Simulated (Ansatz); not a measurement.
```yaml
crystal:
  periodic: [false, false, false]
  atoms:
    - {symbol: Si, position_ang: [-1.508809, 0.158475, -0.769531]}
    - {symbol: N, position_ang: [0.092281, -0.417590, -0.401939]}
    - {symbol: B, position_ang: [0.920608, 0.049230, 0.632196]}
    - {symbol: S, position_ang: [2.568357, -0.666176, 0.872667]}
    - {symbol: H, position_ang: [-2.495718, -0.950065, -0.679404]}
    - {symbol: H, position_ang: [-1.836207, 1.217506, 0.211748]}
    - {symbol: H, position_ang: [-1.564697, 0.703185, -2.152021]}
    - {symbol: H, position_ang: [0.454767, -1.155767, -0.991185]}
    - {symbol: H, position_ang: [0.541381, 0.919325, 1.356462]}
    - {symbol: H, position_ang: [2.911236, 0.090676, 1.923907]}
basis:
  gaussian: {orbitals: STO-3G}
hamiltonian: {xc: {name: HSE06}, dispersion: d4}
charge: 1
output: {forces: true}
```

```sh
$ ansatz run in.yaml --threads 2 --pin off --events-out ev --progress --plain --max-ram 4352MiB
```

Output, abridged:

```
Error: YAML parse error: error: line 17 column 1: unknown field `charge`, expected one of crystal, accuracy, basis, kpoints, hamiltonian, magnetization, projection, total_charge, correlation, batch, efield, external_charges, scf, relax, neb, saddle, md, ramp, phonons, dielectric, real_time, elastic, magnetic_configurations, gw, evaluate, workflow, output, checkpoint, execution
15 |   gaussian: {orbitals: STO-3G}
16 | hamiltonian: {xc: {name: HSE06}, dispersion: d4}
17 | charge: 1
18 | output: {forces: true}
```

(1) What is wrong with this run?

Answers

(1) The input holds a key that doesn't belong there. The input was rejected before any iteration.

HSE06 is defined as in plane-wave codes.
